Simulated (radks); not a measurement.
Values are calculated unless marked as measured or tabulated.
Species: the nickel ion Ni0.75+. Configuration: [Ar] 4s2 3d(up 5, down 2.25) (fractional occupations, a model configuration). Code: a radial shooting solver on a logarithmic mesh with Libxc functionals. Model: non-relativistic Kohn-Sham, PBE, spin-polarised, spherical densities, point nucleus.

Unscreened Slater integrals over Kohn-Sham orbitals (cm^-1). They are taken over the spin-up orbitals.

F0(4s,4s): 79520
F0(4s,3d): 101200
G2(4s,3d): 10773
F0(4s,3p): 102930
G1(4s,3p): 5895.5
F0(3d,3d): 220800
F2(3d,3d): 101680
F4(3d,3d): 63173
F0(3d,3p): 236360
F2(3d,3p): 111380
G1(3d,3p): 137430
G3(3d,3p): 83457
F0(3p,3p): 255950
F2(3p,3p): 128000

Derived for the open shells (J is the average intra-shell exchange parameter used in DFT+U). 3d: Racah B = F2/49 - 5 F4/441 = 1359 cm^-1, C = 35 F4/441 = 5014 cm^-1, C/B = 3.69, F4/F2 = 0.621, J = (F2 + F4)/14 = 11780 cm^-1.
